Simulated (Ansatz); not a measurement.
CH7BOSSi can be A, `CS[SiH2]BO`, or B, `BS[SiH2]OC`.

Gas-phase electronic energies from Ansatz, PBE0-D4/def2-TZVP geometries. CCSD(T)/CBS is the MP2 limit (def2-TZVPP, def2-QZVPP) plus CCSD(T) − MP2 in def2-TZVPP, frozen cores. Functionals use def2-TZVPP. B3LYP here is the variant with VWN-RPA as its local correlation; programs differ in this. Each species was taken in one conformer, which may not be the lowest.

A:

```xyz
12

C     0.577    1.907    0.033
S    -1.191    1.550   -0.179
Si   -1.205   -0.509    0.394
B     0.053   -1.561   -0.807
O     1.197   -2.122   -0.356
H     0.717    2.959   -0.211
H     1.191    1.308   -0.640
H     0.890    1.744    1.065
H    -2.624   -0.936    0.265
H    -0.794   -0.640    1.830
H    -0.151   -1.682   -1.983
H     1.339   -2.018    0.589
```

B:

Z-matrix (Å, degrees):
```
Si
S 1 2.156
O 1 1.633 2 112.1
H 1 1.476 2 110.1 3 118.1
H 1 1.487 2 104.9 3 -120.5
B 2 1.779 1 99.2 3 -71.1
C 3 1.411 1 123.9 2 -61.0
H 6 1.192 2 117.0 1 178.2
H 6 1.193 2 121.2 1 -2.1
H 7 1.095 3 111.1 1 65.9
H 7 1.096 3 111.4 1 -55.5
H 7 1.091 3 108.0 1 -174.8
```

(1) Which isomer does CCSD(T)/CBS put lower? Give the gap. (Estimate.)

(2) Give E(B) − E(A) in kcal/mol with CCSD(T)/def2-TZVPP, B3LYP, PBE0-D4, CCSD/def2-TZVPP, MP2/def2-TZVPP, PBE-D4, r2SCAN-D4. (Estimate.)

Largest T1 diagnostic: 0.013.

Results:

(1) The calculation gave: B, by 7.5 kcal/mol.

(2) Ansatz gave: CCSD(T)/def2-TZVPP -7.8, B3LYP -7.5, PBE0-D4 -5.1, CCSD/def2-TZVPP -8.3, MP2/def2-TZVPP -9.0, PBE-D4 -3.7, r2SCAN-D4 -7.1. None reverses the order clearly.

In def2-TZVPP, CCSD(T) changes the Hartree–Fock value by +4.5 kcal/mol (the triples alone add +0.4 kcal/mol) and MP2 by +3.3 kcal/mol. From PBE to PBE0 (25 % exact exchange), in def2-TZVPP and without D4, E(B) − E(A) moves by −1.5 kcal/mol.
